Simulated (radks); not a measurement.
The numbers below are computed, except where a source is named.
Species: neutral manganese. Configuration: [Ar] 3d5 4p2 (not the ground configuration). Code: a radial shooting solver on a logarithmic mesh with Libxc functionals. Model: non-relativistic Kohn-Sham, SCAN, spin-polarised, spherical densities, point nucleus; open shells are filled with parallel spins first; meta-GGA in the generalised Kohn-Sham scheme.

Local quantities along the radius. ELF = 1/(1 + alpha^2) is the electron localisation function; alpha = (tau - tau_W)/tau_unif compares the Pauli kinetic energy density with that of the uniform gas (summed over spins).

```
   r/bohr * ELF (the largest magnitude, 1, reaches the edge; | marks zero)
 0.004027 |                                                      *
 0.004651 |                                                      *
 0.005329 |                                                      *
 0.006105 |                                                      *
  0.00705 |                                                      *
 0.008077 |                                                      *
 0.009329 |                                                      *
  0.01069 |                                                      *
  0.01234 |                                                      *
  0.01414 |                                                      *
   0.0162 |                                                      *
  0.01871 |                                                      *
  0.02144 |                                                      *
  0.02476 |                                                      *
  0.02836 |                                                      *
  0.03276 |                                                     *
  0.03753 |                                                     *
  0.04299 |                                                   *
  0.04965 |                                                *
  0.05689 |                                           *
   0.0657 |                                 *
  0.07527 |                       *
  0.08693 |                *
  0.09959 |              *
   0.1141 |                 *
   0.1318 |                        *
    0.151 |                                 *
   0.1744 |                                        *
   0.1998 |                                            *
   0.2307 |                                             *
   0.2643 |                                           *
   0.3028 |                                    *
   0.3497 |                     *
   0.4006 |          *
   0.4627 |        *
   0.5301 |                *
   0.6122 |                              *
   0.7014 |                                        *
   0.8036 |                                           *
    0.928 |                                           *
    1.063 |                                        *
    1.228 |                                  *
    1.407 |                         *
    1.625 |                *
    1.861 |          *
    2.133 |        *
    2.463 |         *
    2.822 |               *
    3.259 |                     *
    3.733 |                          *
    4.312 |                            *
     4.94 |                           *
    5.659 |                       *
    6.536 |               *
    7.488 |       *
    8.648 |  *
    9.908 |*
    11.44 *
    13.11 *
```

On this mesh the ELF has minima near r = 0.100, 0.46, 2.1 bohr, which separate the shells, and maxima near 0.23 (0.83), 0.80 (0.80), 4.3 (0.53).

Self-consistent cycle (total energy in hartree, residual of the potential): 1: -1150.618155, 3e+00; 2: -1150.783677, 2e+00; 3: -1150.877846, 4e-01; 4: -1150.878977, 2e-01; 5: -1150.879431, 3e-02; 6: -1150.879484, 9e-03; 7: -1150.879454, 2e-03; 8: -1150.879453, 5e-04; 9: -1150.879454, 2e-04; 10: -1150.879455, 5e-05; 11: -1150.879455, 9e-06; 12: -1150.879455, 2e-06.
